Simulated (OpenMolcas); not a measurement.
**How basis sets differ on SnH3I (SMILES [SnH3][I])**

The species is SnH3I (5 atoms), meant as a singlet with charge 0. SMILES: `[SnH3][I]`. The shape comes from GFN2-xTB, which is rough for such elements, and wasn't checked as a minimum.

Each level gives the HOMO–LUMO gap (eV). The values are calculated.

| level | kind | program | value (eV) | CPU time |
| --- | --- | --- | --- | --- |
| HF/ANO-R0 (sfX2C) | Hartree–Fock | OpenMolcas | 11.30 | 7.1 s |
| HF/STO-3G | Hartree–Fock | OpenMolcas | 14.92 | 7.9 s |
| HF/def2-SVP (core potential) | Hartree–Fock | OpenMolcas | 12.00 | 8.4 s |
| HF/3-21G | Hartree–Fock | OpenMolcas | 11.89 | 11 s |

All-electron rows without a relativistic Hamiltonian named are non-relativistic, while core potentials hold scalar relativity, so basis and relativity change together. The values span 11.30 to 14.92 eV. A Hartree–Fock LUMO above zero doesn't converge with the basis: it sinks as sets grow more diffuse. Orbital gaps aren't excitation energies. Times are those of the runs behind each value, whatever else they computed, on shared processors of several kinds: orders of magnitude only.
